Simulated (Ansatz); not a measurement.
Ansatz results at the PBE0-D4/def2-TZVP geometry: LUMO energy (B3LYP/def2-TZVPP) -0.70 eV; LUMO energy (PBE/def2-TZVPP) -1.44 eV; LUMO energy (ωB97M-V/def2-TZVPP) 1.38 eV.

Each molecule was computed in one conformer, which needn't be the lowest.

Q: Which molecule gave them?
A. `BC(O)[SiH2]C`
B. `BC([SiH3])OC`
C. `BB1OCC1O`
D. `BOC(C)[SiH3]`

A: D. The others give `BC([SiH3])OC`: -1.21, -1.96, 0.87; `BB1OCC1O`: -2.18, -2.96, -0.03; `BC(O)[SiH2]C`: -1.42, -2.15, 0.66.

B3LYP here is the variant with VWN-RPA as its local correlation; programs differ in this.
